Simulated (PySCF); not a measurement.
Electron correlation in Ti⁺ (titanium, charge +1)

[Ar] 3d1 4s2, 2D determinant (an excited configuration). Calculation: PySCF 2.14, in def2-QZVPPD (11s6p5d3f2g, 93 functions); the non-relativistic Hamiltonian (point nucleus). Frozen: [Ne]; 11 electrons correlated.

```tsv
level	correlation energy (mhartree)
CCSD	-326.36
(T)	-13.37
CCSD(T)	-339.73
```

Diagnostics: T1 = 0.015, D1 = 0.0502, largest double amplitude 0.104.

Cost of the coupled-cluster step: of the order of 110 core-seconds, for 11 correlated electrons.

This basis was not built for core-valence correlation, so the inner-shell part is incomplete.
